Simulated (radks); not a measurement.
Problem. Ti2+, configuration [Ar] 3d1 7p1 (not the ground configuration). Method: non-relativistic Kohn-Sham, PBE, spin-unpolarised, spherical densities, point nucleus; computed with a radial shooting solver on a logarithmic mesh with Libxc functionals. Some entries of the table are withheld. Estimate them.

| orbital | occ. | eigenvalue (eV) | r(max) (bohr) |
|---|---|---|---|
| 1s | 2 | -4867.756 | 0.04613 |
| 2s | 2 | (1) | 0.2713 |
| 2p | 6 | -475.0707 | (2) |
| 3s | 2 | -91.8708 | 0.8710 |
| 3p | 6 | -68.5208 | 0.8956 |
| 3d | 1 | (3) | 0.9226 |
| 7p | 1 | -3.5070 | 16.86 |

Solution. 
(1) 2s eigenvalue (eV): -562.5874
(2) 2p r(max) (bohr): 0.2206
(3) 3d eigenvalue (eV): -32.5810
